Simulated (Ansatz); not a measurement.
Program: Ansatz. Geometries: PBE0-D4/def2-TZVP. ΔE: electronic, gas phase. CBS: MP2 limit from def2 TZ/QZ plus the TZ coupled-cluster correction, frozen cores. This one scheme is used for every species. Functionals use def2-TZVPP. B3LYP here is the variant with VWN-RPA as its local correlation; programs differ in this. Each species was taken in one conformer, which may not be the lowest.

Consider the substitution at a C–C bond: `C=CCC(F)Cl` + `C=CN[SiH3]` → `C=CCN([SiH3])C=C` + `FCCl`.

Problem. Is it downhill or uphill in electronic energy at CCSD(T)/CBS, and by how much? (Best estimate.)

Solution. Ansatz gave: Uphill: ΔE = +42.5 kJ/mol.

Problem. What do these levels give: PBE-D4, PBE0-D4, B3LYP-D4, r2SCANh-D4, ωB97M-V, B2PLYP, r2SCANh, BHLYP, RPA@PBE/def2-TZVPP, HF/def2-SVP, MP2/def2-SVP, CCSD/CBS(def2)? (An estimate is asked.)

Solution. Computed: PBE-D4 39.9, PBE0-D4 41.3, B3LYP-D4 39.1, r2SCANh-D4 45.5, ωB97M-V 44.4, B2PLYP 45.1, r2SCANh 47.8, BHLYP 48.6, RPA@PBE/def2-TZVPP 38.0, HF/def2-SVP 51.7, MP2/def2-SVP 44.5, CCSD/CBS(def2) 44.6 kJ/mol.

Largest T1 diagnostic among the species: 0.012.

The D4 term adds −8.9 kJ/mol with B3LYP and −5.4 kJ/mol with PBE0; it sums over pairs of atoms, weighted by their polarisabilities, and B3LYP, whose exchange is more repulsive, gets the larger term. Leaving LDA and LC-ωPBE aside and taking each functional with its dispersion term where it has one, the values, not all of them listed here, spread over 12.2 kJ/mol, from revPBE-D4 to B97M-V. LDA lies −4.6 kJ/mol from PBE without D4.
